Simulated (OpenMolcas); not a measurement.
# 3s² 3p along the 13-electron sequence

```
Program             : OpenMolcas 26.06
Method              : MS-RASPT2, IPEA 0.25 Eh, imaginary shift 0.1 Eh
Basis               : ANO-RCC-VQZP
Scalar Hamiltonian  : DKH2, point nucleus
Spin-orbit coupling : state interaction with AMFI integrals over the reference wave functions, term energies averaged over their components
```

Active space for each ion: 3 electrons in 9 orbitals (RAS2 3s 3p; RAS3 3d, at most 2 electrons); closed shells correlated by CASPT2: 2s 2p.

Computed levels in cm-1 above ²P°_1/2:

| Level | S3+ | Cl4+ | Ar5+ |
| --- | --- | --- | --- |
| ²P°_3/2 | 829 | 1316 | 1974 |
| weight of ²P° in the lowest level (%) | 100 | 100 | 100 |

Measured, with the error of the calculation in %. Measured levels: S3+ from NIST levels in Podobedova, Kelleher and Wiese, J. Phys. Chem. Ref. Data 38, 171 (2009); Ar5+ from Saloman, J. Phys. Chem. Ref. Data 39, 033101 (2010).

| Level | S3+ | Ar5+ |
| --- | --- | --- |
| ²P°_3/2 | 951 (-12.8) | 2208 (-10.6) |

The fine-structure level ²P°_3/2 changes by a factor of 2.38 from S3+ to Ar5+. Its fourth root runs 5.37, 6.02, 6.67, with steps per unit of Z of 0.66, 0.64; equal steps would mean a (Z - σ)^4 law with constant σ.

Active for correlation alone: 3d; no level in the range computed is led by a configuration that fills it, so any true level of that kind is missing. Computed and measured levels are paired by configuration, term and J; levels that our copy of the source lacks, or whose pairing is in doubt (as where it misses far off the trend of its configuration), stay unpaired and out of the deviations. Levels of configurations outside the active space are missing.

° marks odd parity.
